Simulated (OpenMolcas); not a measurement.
# Cu4+, Ag4+, Au4+: d⁷ down the group

```json
{
  "Program": "OpenMolcas 26.06",
  "Method": "CASSCF",
  "Basis": "ANO-RCC-VQZP",
  "Scalar Hamiltonian": "DKH2, point nucleus",
  "Spin-orbit coupling": "RASSI with atomic mean-field integrals over the reference wave functions, term energies averaged over their components"
}
```

Active space for each ion: 7 electrons in 5 orbitals (d).

Computed levels in cm-1 above ⁴F_9/2:

```tsv
Level	Cu4+	Ag4+	Au4+
⁴F_7/2	1543	3491	11707
⁴F_5/2	2659	5649	14009
⁴P_5/2	24924	18597	22761
²G_9/2	25115	19367	23302
⁴P_1/2	26131	20860	27271
²G_7/2	26611	22841	32200
²H_11/2	33328	25761	30854
²P_1/2	34653	29103	43118
²H_9/2	34680	29338	43447
weight of ⁴F in the lowest level (%)	100	97	85
```

Mixed levels, with the weight of the term that names them: Au4+ ⁴F_5/2 (65 %), Au4+ ²G_9/2 (58 %), Au4+ ⁴P_1/2 (67 %), Au4+ ²P_1/2 (67 %), Au4+ ²H_9/2 (71 %).

Measured, with the error of the calculation in %. Measured levels: Cu4+ from Sugar and Musgrove, J. Phys. Chem. Ref. Data 19, 527 (1990); Ag4+ from the list in Gamrath, thesis, University of Mons (2023).

```csv
Level,Cu4+,Ag4+
⁴F_7/2,1616 (-4.5),3690 (-5.4)
⁴F_5/2,2759 (-3.6),5816 (-2.9)
⁴P_5/2,20827 (+19.7),14899 (+24.8)
²G_9/2,22575 (+11.2),16875 (+14.8)
⁴P_1/2,21935 (+19.1),17067 (+22.2)
²G_7/2,24100 (+10.4),20442 (+11.7)
²H_11/2,30402 (+9.6),22532 (+14.3)
²P_1/2,28367 (+22.2),24599 (+18.3)
²H_9/2,31823 (+9.0),26368 (+11.3)
```

The fine-structure level ⁴F_5/2 changes by a factor of 5.27 from Cu4+ to Au4+.

Without spin-orbit coupling ⁴P lies 23918, 16386, 14665 cm-1 above ⁴F in that order; the difference to the level ⁴P_5/2, of either sign, comes from spin-orbit coupling, which also lowers the zero.

Without dynamic correlation excited terms often stand tens of per cent too high (terms of higher spin than the ground term too low), and those without a measured partner can miss by more than the paired ones. Computed and measured levels are paired by configuration, term and J; levels that our copy of the source lacks, or whose pairing is in doubt (as where it misses far off the trend of its configuration), stay unpaired and out of the deviations. Only configurations of the active space appear.
